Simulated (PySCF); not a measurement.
**Dipole response of Ir²⁺ (iridium, charge +2)**

[Xe] 4f14 5d7, high-spin 4F determinant. All numbers are calculated (PySCF 2.14, a scalar-relativistic core potential, in aug-cc-pVTZ-PP with ECP60MDF (6s6p5d3f2g, 88 functions)). Coupled (time-dependent) response in atomic units; α is the mean over directions.

```tsv
method	mean α (bohr³)	C₆ (like pair)	S(−4)
UHF	9.551	60.85	21.76
PBE	10.71	69.22	30.72
PBE0	10.30	66.29	27.16
```

S(−4) is the Cauchy moment in α(ω) = α(0) + S(−4) ω² + …

Spin-orbit coupling is absent.

α(iu) at UHF:

```
u (hartree)  α(iu) (bohr³)
          0          9.551
     0.0500          9.497
      0.100          9.342
      0.200          8.802
      0.300          8.103
      0.500          6.706
      0.750          5.306
       1.00          4.269
       1.50          2.900
       2.00          2.075
       3.00          1.190
       5.00         0.5224
```

A single London oscillator, α(iu) = α/(1 + u²/ω²), gives C₆ = (3/4) ω α². Matching the computed C₆ needs ω = 4 × 60.85 / (3 × 9.551²) = 0.889 hartree.

For an ion, C₆ is the dispersion term alone; charge-induced terms of lower order in 1/R come first.

Energies and moments cover only the electrons outside the core potential. Spin-orbit coupling, absent here, splits the open shell strongly.
